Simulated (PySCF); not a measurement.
HI, SMILES I. Atoms are numbered in the order given.

```xyz
2

I      0.0000     0.0000    -0.0299
H      0.0000     0.0000     1.5855
```
Charge 0, spin multiplicity 1.

Coordinates come from a B3LYP-D3(BJ)/def2-TZVPD optimisation. The def2 effective core potentials stand for the cores of I; spin–orbit coupling is left out.

Level of theory: CAM-B3LYP/def2-TZVPD (PySCF).

Mulliken values depend strongly on the basis, most of all with diffuse functions as here. ESP charges are fitted to the potential on shells at 1.4 to 2.0 van der Waals radii. Atomic charges (e):

```tsv
atom	ESP fit	Mulliken
I1	(withheld)	-0.09
H2	(withheld)	0.09
```

What belongs in the gaps? (The exact figures need the calculation; the answer reports its results.)


- I1, ESP fit: -0.12
- H2, ESP fit: 0.12
